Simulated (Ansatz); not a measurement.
Reactions of `Cl[SiH2]BBr`.

Isolated molecules relaxed with PBE0-D4/def2-TZVP in Ansatz; ΔE leaves out vibrations. CBS: MP2 limit from def2 TZ/QZ plus the TZ coupled-cluster correction, frozen cores. This one scheme is used for every species. DFT in def2-TZVPP. B3LYP here is the variant with VWN-RPA as its local correlation; programs differ in this. def2 core potentials past Kr. For Br, Sn outer-core shells are correlated without core-valence functions, which leaves a few kJ/mol of doubt a bond. Scalar relativity is left out up to krypton. Each species was taken in one conformer, which may not be the lowest.

```csv
reaction,B3LYP-D4 (eV),CCSD(T)/CBS(def2) (eV)
`Cl[SiH2]BBr` + `C[SiH2]N` → `C[SiH2]N[SiH2]Cl` + `BBr`,-0.97,-0.97
`Cl[SiH2]BBr` + `C=CNC` → `C=CN(C)[SiH2]Cl` + `BBr`,-0.91,-0.94
`Cl[SiH2]BBr` + `O[SiH2]F` → `F[SiH2]O[SiH2]Cl` + `BBr`,-1.41,-1.39
`Cl[SiH2]BBr` + `CO[SiH2]S` → `CO[SiH2]S[SiH2]Cl` + `BBr`,-0.92,-0.91
`Cl[SiH2]BBr` + `S[SiH](Cl)Cl` → `Cl[SiH2]S[SiH](Cl)Cl` + `BBr`,-0.86,-0.84
`Cl[SiH2]BBr` + `[OH][SnH3]` → `Cl[SiH2][O][SnH3]` + `BBr`,-1.53,-1.54
```

Largest T1 diagnostic: 0.014, for `[OH][SnH3]`.
